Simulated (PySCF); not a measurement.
# UHF on Li²⁺ (lithium, charge +2)

Configuration: 1s1, 2S determinant. All numbers are calculated (PySCF 2.14, the spin-free X2C one-electron Hamiltonian (Gaussian nucleus), in cc-pVTZ-DK (4s3p2d1f, 30 functions)).

```json
{
 "Total energy": "-4.499415 hartree",
 "One-electron energy": "-4.4994 hartree",
 "Hartree (Coulomb) energy": "0.9355 hartree",
 "Exchange energy": "-0.9355 hartree",
 "⟨S²⟩": "0.7500",
 "⟨L²⟩": "0.000",
 "Sum of ⟨r⟩": "0.5012 bohr",
 "Sum of ⟨r²⟩": "0.3349 bohr²",
 "Langevin diamagnetic susceptibility": "-0.265 ×10⁻⁶ cm³/mol",
 "Time after the integrals": "0.03 s of wall time on 1 thread of INTEL(R) XEON(R) PLATINUM 8581C CPU @ 2.30GHz (shared host)"
}
```

| shell | electrons | mean orbital energy (hartree) | rms radius, mean of both spins (bohr) |
| --- | --- | --- | --- |
| 1s α | 1 | -4.49941 | 0.579 |
